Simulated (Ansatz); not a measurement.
Ligand exchange: BCl2F + C3H7FMg → BClF2 + C3H7ClMg

Species: BCl2F (dichlorofluoroborane) `FB(Cl)Cl`, singlet; C3H7FMg `C[CH](C)[Mg][F]`, singlet; BClF2 (chlorodifluoroborane) `FB(F)Cl`, singlet; C3H7ClMg `C[CH](C)[Mg][Cl]`, singlet. The partners trade Cl for F: B–Cl and Mg–F bonds give way to B–F and Mg–Cl.

Shapes, held fixed at every level: PBE0-D4/def2-TZVP. Programs: Ansatz 0.2.0. The zero-point and thermal change to 298 K, harmonic and unscaled (PBE0-D4/def2-TZVP), is +2.4 kJ/mol.

```csv
level,kind,ΔH(298 K) (kJ/mol),less CCSD(T)/def2-TZVPP,CPU time (sum over the molecules)
SPW92/def2-TZVPP,LDA,-77.4,+7.7,16 s
r2SCAN-D4/def2-TZVPP,meta-GGA,-84.0,+1.1,48 s
r2SCAN0-D4/def2-TZVPP,global hybrid,-90.6,-5.5,53 s
MP2/def2-TZVPP,perturbation theory,-78.8,+6.3,–
CCSD(T)/def2-SVP,coupled cluster or CI,-82.7,+2.4,71 s
CCSD/def2-SVP,coupled cluster or CI,-84.7,+0.4,–
CCSD(T)/def2-TZVPP,coupled cluster or CI,-85.1,0.0,35 min
```

The highest level, CCSD(T)/def2-TZVPP, gives ΔH(298 K) = -85.1 kJ/mol; the levels span -90.6 to -77.4. The column of differences is taken from that level and isn't an error. No measured value is set beside it here. Outer-core shells of Mg are correlated, in sets that cover them unevenly. Times are processor times on shared x86 and Arm servers, and rough.
